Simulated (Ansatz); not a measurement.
Species: C₄H₁₂O₄Si, SMILES `CO[Si](OC)(OC)OC` (charge 0, multiplicity 1).

### Question
Give a relaxed geometry from r2SCAN-D4/def2-SVP in Ansatz (a quantum-chemistry and plane-wave program).

### Answer
Several could match; the one computed here: the end point of this relaxation, one of several conformers (outside a Z-matrix the atoms follow the SMILES, hydrogens last).
Cartesian coordinates (Å) in one orientation:
```xyz
21

C     -1.685    -0.661     2.014
O     -1.478    -0.182     0.701
Si     0.000     0.000     0.000
O      0.970     0.710     1.124
C      2.374     0.826     1.007
O     -0.235     0.870    -1.377
C     -1.049     2.022    -1.464
O      0.743    -1.399    -0.447
C      0.361    -2.186    -1.558
H     -1.443    -1.737     2.094
H     -1.069    -0.111     2.746
H     -2.747    -0.527     2.271
H      2.774     1.194     1.964
H      2.841    -0.147     0.777
H      2.655     1.543     0.215
H     -2.055     1.837    -1.049
H     -1.149     2.300    -2.524
H     -0.600     2.874    -0.923
H     -0.612    -2.681    -1.385
H      0.284    -1.577    -2.475
H      1.122    -2.966    -1.711
```
